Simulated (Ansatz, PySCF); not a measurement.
C2H10N2OSi, SMILES C[C@@H](N)[Si@H](N)O.

Geometry optimised at r2SCAN-D4/def2-SVP. The structure was generated by enumeration; whether it is a known compound was not checked. One conformer was computed; it need not be the lowest.

Vertical ionisation energy (IE) and electron affinity (EA) in eV. Rows of orbital energies are one-electron estimates. Where ΔSCF, EOM or ADC give a negative EA the extra electron is unbound and the value depends on the basis.

```tsv
level	IE	EA
−ε(HOMO), −ε(LUMO), PBE0/def2-TZVP (PySCF)	7.23	-0.42
−ε(HOMO), −ε(LUMO), PBE/def2-TZVP (PySCF)	5.81	0.41
ΔSCF, CAM-B3LYP/def2-SVPD (Ansatz), final states of multiplicity 2 and 2	9.50	-1.48
ΔSCF, PBE/def2-SVPD (Ansatz), final states of multiplicity 2 and 2	8.68	-1.12
```

Task: What vertical singlet–triplet gap does ΔSCF give with CAM-B3LYP/def2-SVPD (Ansatz, a quantum-chemistry and plane-wave program) and with PBE/def2-SVPD (Ansatz)? (The exact figures need the calculation; the answer reports its results.)

Result: 6.30 and 5.37 eV (triplet above singlet where positive).
